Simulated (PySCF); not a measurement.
# Ionisation energy of Pb²⁺ by level of theory

Pb²⁺ [Xe] 4f14 5d10 6s2 (1S) → Pb³⁺ [Xe] 4f14 5d10 6s1 (2S), as a difference of total energies. Calculation: PySCF 2.14, in aug-cc-pVQZ-DK3; the spin-free X2C one-electron Hamiltonian (Gaussian nucleus). Correlated levels: valence: [Xe] 4f14 5d10 frozen. The calculations carry no spin-orbit coupling.

```json
{"method": "UHF", "ionisation energy (eV)": "29.768"}
{"method": "MP2 (valence)", "ionisation energy (eV)": "30.356"}
{"method": "SCS-MP2 (valence)", "ionisation energy (eV)": "30.474"}
{"method": "CCSD (valence)", "ionisation energy (eV)": "30.531"}
```

Errors of the correlated levels include the incompleteness of this basis and the frozen core.

With two correlated electrons CCSD is exact in that space.

Task: Which method comes closest to the reference value, and which is furthest?

Result: The reference is 31.937 eV (measured; NIST Atomic Spectra Database, ionization energies). Closest: CCSD (valence) (error -1.406 eV); furthest: UHF (error -2.169 eV).
